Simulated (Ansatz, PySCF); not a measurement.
Lewis adduct: AlH3 (SMILES [AlH3]) (first 4 atoms) with CH2O (SMILES C=O); geometry from B3LYP-D3(BJ)/def2-TZVP, rigid monomers moved along the line of their centres of mass till Al1···O6 is 3.61 Å.
(charge 0, multiplicity 1):
```xyz
8

Al     0.1542     0.3326     0.9096
H      1.0586     1.6346     1.0034
H     -1.3715     0.4540     1.3850
H      0.4996    -0.7749    -0.1750
C      0.2604    -1.6593     4.9304
O      0.9727    -1.3653     3.9918
H     -0.8081    -1.4080     4.9241
H      0.6888    -2.1814     5.7937
```

Monomers are frozen at their geometry in the pair; levels with a basis set take the counterpoise correction.

Correlated levels freeze the cores. Rows in 6-31G* carry no dispersion term and start afresh at each structure (6-31G* with six Cartesian d functions). MP2/6-31G* freezes PySCF's default core.

Codes used: Ansatz (Gaussian basis) for Hartree–Fock, density functionals and correlated methods; PySCF for 6-31G* rows, the dispersion terms. Each number belongs to the level named beside it.

Problem. What interaction energy does r2SCAN-D3(BJ)/def2-TZVPPD give?

Solution. -4.4 kcal/mol

Ansatz is a quantum-chemistry and plane-wave program.
